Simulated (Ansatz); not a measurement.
CH3Li (SMILES [Li][CH3]) moved off its minimum; all values from Ansatz (an electronic-structure program), cores frozen in correlated methods.
(charge 0, multiplicity 1)
```xyz
5

Li    -1.1283    -0.5837    -0.9123
C      0.2465     0.2172     0.1285
H      0.9452    -0.5029     0.6905
H     -0.1441     0.8755     0.9696
H      1.0004     0.9164    -0.3241
```

Forces at HF/def2-TZVPP (eV/Å):

```
atom      Fx      Fy      Fz
----  ------  ------  ------
Li1   -0.367  -0.226  -0.327
C2     2.021   0.926   1.916
H3    -1.084   0.714  -0.736
H4     0.135  -0.810  -0.798
H5    -0.705  -0.604  -0.055
```

### Question
Give the forces (eV/Å), the total energy and the dipole at CCSD(T)/aug-cc-pVTZ.

### Answer

| atom | Fx | Fy | Fz |
|---|---|---|---|
| Li1 | -0.367 | -0.224 | -0.323 |
| C2 | 1.601 | 0.663 | 1.565 |
| H3 | -0.861 | 0.574 | -0.568 |
| H4 | 0.095 | -0.615 | -0.569 |
| H5 | -0.468 | -0.398 | -0.106 |
Energy -47.2680 hartree, dipole 5.81 D.
